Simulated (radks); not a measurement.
The mean radii <r> (bohr) of the occupied orbitals of an atom or ion are listed with their occupations. All-electron calculation, scalar-relativistic Kohn-Sham, exchange-only B88, spin-polarised, spherical densities, point nucleus. Program: a radial shooting solver on a logarithmic mesh with Libxc functionals.

| orbital | occ. | <r> |
|---|---|---|
| 1s | 2 | 0.1202 |
| 2s | 2 | 0.6237 |
| 2p | 6 | 0.5977 |

Name the element and its charge. Open shells, if any, are filled with parallel spins first.

Answer. Z = 13, aluminium, charge +3: Al3+ in [Ne]. The 1s radius gives Z: for a bare nucleus <r> = (2 gamma + 1)/(2Z) with gamma = sqrt(1 - (Z/c)^2), 0.115 bohr for Z = 13, and screening makes it slightly larger (0.1202 here). The occupations add up to 10, and the charge is Z minus that.
